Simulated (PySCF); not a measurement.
```xyz
17

Si     3.5847     0.1716    -0.0772
Ge     1.5299    -0.7441    -0.8550
Ge    -0.0394    -1.0344     0.9685
Ge    -2.2151    -1.7782     0.2038
Si    -3.6946    -2.1206     2.0364
H      4.5625     0.3409    -1.1949
H      4.1796    -0.7337     0.9521
H      3.3286     1.5049     0.5470
H      1.7702    -2.1110    -1.5229
H      0.9005     0.1818    -1.9131
H      0.5296    -2.0592     1.9691
H     -0.1983     0.2998     1.7235
H     -2.7895    -0.7191    -0.7558
H     -2.0449    -3.0826    -0.5974
H     -5.0428    -2.5677     1.5707
H     -3.1264    -3.1627     2.9441
H     -3.8465    -0.8472     2.8039
```

Charge 0, multiplicity 1.

Give the Mulliken and meta-Löwdin atomic charges from r2SCAN-D4/def2-TZVP // r2SCAN-D4/def2-SVP run with PySCF.


```
atom  Mulliken (e)  meta-Löwdin (e)
----  ------------  ---------------
Si1           0.07             0.25
Ge2          -0.01             0.03
Ge3          -0.09             0.06
Ge4          -0.01             0.03
Si5           0.07             0.25
H6           -0.03            -0.07
H7           -0.02            -0.07
H8           -0.02            -0.07
H9            0.02            -0.03
H10           0.02            -0.03
H11           0.02            -0.03
H12           0.02            -0.04
H13           0.02            -0.03
H14           0.02            -0.03
H15          -0.03            -0.07
H16          -0.02            -0.07
H17          -0.02            -0.07
```
